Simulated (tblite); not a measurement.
Run record: tight-binding relaxation, `CC(C)(CS)[Se]C`.

Computed with GFN2-xTB geometry optimisation, gas phase (tblite 0.8.0). Start geometry: from a force field or distance geometry. The input is one job of a driver script: a line of settings, then coordinates in Å.

Command:
```bash
OMP_NUM_THREADS=1 python probes_run.py task.json out
```

Input:
```
{"job": {"kind": "relax", "xc": "GFN2-xTB", "basis": "xTB"}, "charge": 0, "multiplicity": 1}
C     -2.674800    -0.936100     0.538800
Se    -1.238900    -0.157100     1.544700
C      0.271600     0.233100     0.399900
C     -0.312600     1.007700    -0.795800
C      1.278500     1.126500     1.046000
C      0.931900    -1.038400    -0.020000
S      2.354900    -0.681700    -1.116100
H     -2.517200    -1.985400     0.253800
H     -3.601000    -0.885100     1.150800
H     -2.901000    -0.374400    -0.396800
H      0.137300     2.011800    -0.819000
H     -1.408600     1.153100    -0.669900
H     -0.151500     0.435400    -1.723900
H      1.084800     2.174900     0.675900
H      1.276900     1.101600     2.154200
H      2.318500     0.931300     0.735200
H      0.256100    -1.764200    -0.497300
H      1.358700    -1.516500     0.891200
H      3.526400    -0.827200    -0.328600
```

Output:
```
step      E/eV     max force
  0    -631.33919    2.236
  1    -631.62296    1.336
  2    -631.74691    0.810
  3    -631.80790    0.699
  4    -631.87511    0.654
  5    -631.91044    0.610
  6    -631.93581    0.556
  7    -631.96009    0.371
  8    -631.98041    0.441
  9    -631.99683    0.372
... (101 lines left out)
111    -632.32191    0.028
112    -632.32201    0.029
113    -632.32210    0.022
114    -632.32218    0.021
115    -632.32226    0.021
116    -632.32237    0.028
117    -632.32251    0.033
118    -632.32264    0.022
119    -632.32272    0.012
120    -632.32276    0.009
```

«max force» is the largest atomic force in eV/Å.

Problem. From which step on does the largest force stay under 0.1 eV/Å, and how much energy is left to gain from there?

Solution. From step 67 (0.090 eV/Å), 14.5 meV above the end.

Main results: energy lowered by 22.7 kcal/mol over 120 steps; largest atomic force 0.009 eV/Å at the end.

Problem. Give the final coordinates.

Solution. 0.536 Å rms from the input after alignment:
```
atom  x, y, z in Å
C1    -2.5424   -1.0127    0.4951
Se2   -1.3006    0.0055    1.6059
C3     0.2566    0.3192    0.3346
C4    -0.2298    1.0254   -0.9177
C5     1.2247    1.1960    1.1184
C6     0.8424   -1.0478    0.0254
S7     2.3095   -0.9995   -1.0692
H8    -2.0922   -1.9537    0.1900
H9    -3.4088   -1.2109    1.1209
H10   -2.8409   -0.4223   -0.3669
H11    0.6178    1.2362   -1.5683
H12   -0.7133    1.9653   -0.6603
H13   -0.9317    0.4063   -1.4730
H14    0.7303    2.1173    1.4231
H15    1.5716    0.6807    2.0141
H16    2.0835    1.4575    0.5022
H17    0.1269   -1.6584   -0.5262
H18    1.1276   -1.5714    0.9382
H19    3.1590   -0.5235   -0.1634
```

Time: 0.94 s wall. Hardware: Arm Neoverse V1, one thread, shared host with 32 logical CPUs at a one-minute load of 8.7.
Labels such as C1 count atoms from 1, the log's own numbers from 0.
